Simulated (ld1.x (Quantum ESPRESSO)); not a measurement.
**hydrogen PAW: all-electron and pseudo phase curves**

hydrogen (H), PAW, made with ld1.x (Quantum ESPRESSO) 7.5 (PBE, non-relativistic). Core none, reference 1s1. Waves: 1s (bound): rcut 0.75, rcutus 0.95 bohr; 1s channel at 2.3 Ry: rcut 0.75, rcutus 0.95 bohr. Local part: all-electron potential smoothed inside 0.95 bohr (lloc = -1). Core correction: none. Augmentation charge: BESSEL, radius 0.55 bohr.

The phase is arctan(r·u′/u) with u = r·R(r), unwrapped; energies in Ry, scanned from -2 to 5 Ry. A pole is an energy at which the radial function vanishes at the test radius. The pseudo phase is shifted by a multiple of π to meet the all-electron one at the reference energy, and phase errors are pseudo minus all-electron; the curves can meet again beyond the range given. Levels narrower than the energy grid can be missing from the lists of poles.

Task: For each channel, where are the poles, and over which energies does the pseudopotential scatter like the atom?

Result:

| channel | radius (bohr) | reference energy (Ry) | poles, all-electron | poles, pseudo | unbroken range about the reference energy with phases within 0.05 rad | phase error 1 Ry above the reference energy (rad) |
| --- | --- | --- | --- | --- | --- | --- |
| s | 1.04 | -0.48 | 4.74 | 4.74 | the whole range | +0.000 |

Phases in the s channel:

```
E (Ry)  all-electron  pseudo
 -2.00         0.684   0.685
 -1.52         0.531   0.531
 -1.04         0.321   0.321
 -0.56         0.043   0.043
 -0.08        -0.282  -0.282
  0.40        -0.597  -0.597
  0.88        -0.855  -0.855
  1.36        -1.047  -1.047
  1.84        -1.188  -1.188
  2.32        -1.292  -1.292
  2.80        -1.373  -1.373
  3.28        -1.436  -1.436
  3.76        -1.488  -1.488
  4.24        -1.532  -1.532
  4.72        -1.569  -1.569
```
